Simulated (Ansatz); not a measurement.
Reaction (redistribution): `COB(C)[SeH]` + `N[SiH]1BO1` → `COB(C)N` + `[SeH][SiH]1BO1`

Isolated molecules relaxed with PBE0-D4/def2-TZVP in Ansatz; ΔE leaves out vibrations. CCSD(T)/CBS adds triple-zeta CCSD(T) − MP2 to the extrapolated MP2 energy (def2 sets, frozen cores). DFT in def2-TZVPP. For Se outer-core shells are correlated without core-valence functions, which leaves a few kJ/mol of doubt a bond. Scalar relativity is left out up to krypton. One conformer a species, not always the lowest.

```csv
level,ΔE (kJ/mol),difference from CCSD(T)/CBS
PBE-D4,-42.6,-8.4
r2SCAN-D4,-39.9,-5.7
ωB97X-V,-36.8,-2.6
ωB97M-V,-38.6,-4.4
PBE0,-43.5,-9.3
HF/def2-TZVPP,-40.7,-6.5
MP2/def2-TZVPP,-30.9,3.3
MP2/def2-QZVPP,-30.8,3.4
SCS-MP2/def2-QZVPP,-31.8,2.4
MP2/CBS(def2),-31.0,3.2
CCSD(T)/CBS,-34.2,0
```

Largest T1 diagnostic among the species: 0.015.

In def2-TZVPP, CCSD(T) changes the Hartree–Fock value by +6.6 kJ/mol (the triples alone add +0.8 kJ/mol) and MP2 by +9.8 kJ/mol.
